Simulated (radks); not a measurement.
Values are calculated unless marked as measured or tabulated.
Species: Ce XLVI. Configuration: [Ne] 3s2 3p1 (the NIST ground configuration).

Level of theory: Dirac Kohn-Sham, BLYP, spin-unpolarised, spherical densities, finite nucleus; open shells fill j = l - 1/2 first; Fermi nuclear charge, rms radius 4.8771 fm (a radial shooting solver on a logarithmic mesh with Libxc functionals).

Energy parts (eV):
total: -188337.45
kinetic: 205113.29
electron-nucleus: -411269.44
Hartree: 20885.03
exchange-correlation: -3066.33

Orbitals (lengths in bohr, moments of r in powers of bohr; r(max) is where P^2 peaks):
| orbital | occ. | eigenvalue (eV) | <r> | <r^2> | r(max) |
|---|---|---|---|---|---|
| 1s1/2 | 2 | -43265.30 | 0.02456 | 0.0008198 | 0.01574 |
| 2s1/2 | 2 | -9305.756 | 0.1031 | 0.01257 | 0.08854 |
| 2p1/2 | 2 | -8988.884 | 0.08645 | 0.009176 | 0.06737 |
| 2p3/2 | 4 | -8527.264 | 0.09237 | 0.01034 | 0.07250 |
| 3s1/2 | 2 | -3742.848 | 0.2492 | 0.07081 | 0.2373 |
| 3p1/2 | 1 | -3630.166 | 0.2356 | 0.06426 | 0.2223 |
| 3p3/2 | 0 | -3510.689 | 0.2444 | 0.06896 | 0.2313 |

The highest occupied level is 3p1/2 at -3630.2 eV. Summed over all electrons, <r^2> = 0.2924 bohr^2, which gives a Langevin (diamagnetic) susceptibility term of -0.232 x 10^-6 cm^3/mol. The electron density at the nucleus is 3.847e+05 e/bohr^3. The density falls to 0.001 e/bohr^3 at r = 0.69 bohr. For comparison, the ionisation energy in NIST's Atomic Spectra Database is 3672 eV (theoretical). In exact Kohn-Sham theory the highest level is minus the ionisation energy, but local and semilocal functionals leave it too shallow, through self-interaction and a potential that decays too fast; potentials with the right tail come closer.

Beside tabulated values, note that spin-unpolarised runs miss the spin-polarisation part of the exchange energy of open shells.
